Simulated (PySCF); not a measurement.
Computed spin Hamiltonian

Species: C5H9O2 (doublet state).
Z-matrix (Å and degrees, GFN2-xTB geometry), rows numbered from 1:
```
C 
O   1  1.3593
C   2  1.4085  1  116.06
C   3  1.5019  2  111.80  1   -74.52
C   4  1.3215  3  124.61  2  -131.78
C   5  1.5003  4  124.66  3  -179.17
O   6  1.4095  5  112.92  4  -127.62
H   1  1.0776  2  119.13  3   -27.73
H   1  1.0713  2  113.60  3   179.65
H   3  1.1031  2  109.71  1    46.88
H   3  1.0930  2  106.18  1   164.52
H   4  1.0818  3  114.44  2    47.79
H   5  1.0842  4  120.18  3     0.32
H   6  1.1041  5  108.91  4   109.99
H   6  1.0916  5  110.75  4    -9.18
H   7  0.9640  6  108.86  5   -52.71
```

The hyperfine couplings belong to this conformer and change with its torsions.

As a line formula: `[CH2]OC/C=C/CO` [radical].

Computed, not measured: UKS B3LYP, pcH-1 on C H O, non-relativistic, mean-field spin-orbit, GIAO (PySCF 2.14.0). One conformer (not necessarily the lowest) at the GFN2-xTB geometry, without solvent, vibrations or thermal averaging. Couplings are sensitive to structure, and on GFN2-xTB geometries they can be far from those on DFT ones. The SCF solution wasn't tested for stability.

- g1, g2, g3: 2.00211, 2.00354, 2.00445
- g_iso: 2.00337
- Form of g: rhombic: the two nearest values differ by 39 % of g3 − g1
- ⟨S²⟩: 0.7532 (exact 0.7500)
- α and β electrons: 28, 27
- Total energy: -346.31291 Eh

Isotropic coupling and dipolar principal values T1 to T3, in mT (MHz turned into mT with g_iso):

```csv
atom,isotope,a_iso,T1,T2,T3,Mulliken spin population
C1,13C,4.91,-2.65,-2.60,5.25,0.92
O2,17O,-0.83,-2.58,1.24,1.34,0.14
C3,13C,-0.14,-0.07,-0.04,0.10,-0.01
C4,13C,-0.03,-0.09,-0.02,0.10,0.01
C5,13C,-0.04,-0.02,0.00,0.02,0.00
C6,13C,0.06,-0.01,-0.01,0.01,0.00
O7,17O,0.00,-0.01,0.01,0.01,0.00
H8,1H,-1.25,-1.24,-0.03,1.26,-0.03
H9,1H,-1.65,-1.24,-0.05,1.29,-0.04
H10,1H,0.34,-0.14,-0.13,0.26,0.01
H11,1H,0.01,-0.12,-0.10,0.22,0.00
H12,1H,0.01,-0.18,-0.10,0.28,0.00
H13,1H,0.08,-0.03,-0.02,0.06,0.00
H14,1H,0.00,-0.02,-0.01,0.03,0.00
H15,1H,0.00,-0.03,-0.02,0.05,0.00
H16,1H,0.00,-0.01,-0.01,0.02,0.00
```

Largest spin populations (Mulliken): C1 (+0.92) and O2 (+0.14). C1 is the only atom above +0.15. The angles at C1 add up to 353.8°, so it is slightly pyramidal.

Axes: g3 points within 11° of the C1–H9 bond.

Under fast tumbling the dipolar parts average out, and these isotropic splittings remain: 1 × 1H (H9, I = 1/2, 2 lines) with 1.65 mT, 1 × 1H (H8, I = 1/2, 2 lines) with 1.25 mT, 2 × 1H (H10/H11, I = 1/2, 3 lines) with 0.17 mT and 1 × 1H (H13, I = 1/2, 2 lines) with 0.08 mT.

Nuclei that the bonding pattern makes equivalent are averaged, as if the motion that swaps them (rotation, inversion, ring flip) were fast. H8 and H9 aren't averaged: C1 is flat or nearly so (angle sum 354°), and its turn about the short C1–O2 bond (1.36 Å) is taken as slow. The 1H value of +4.9 MHz is a mean of couplings from 0.3 to 9.4 MHz in this one geometry, not an average over conformers.

The 17O coupling of O2 (-23.3 MHz) shows only in satellite lines or after enrichment, since that isotope makes up about 0.038 % of natural oxygen.

The 13C coupling of C1 (137.6 MHz) shows only in satellite lines or after enrichment, since that isotope makes up about 1.07 % of natural carbon.

Hardware: one thread, Arm Neoverse V1 (aarch64), no GPU, on a shared host. Cost: 56 s wall (with the writing of density and orbital grids), 1.1 GiB resident at most.
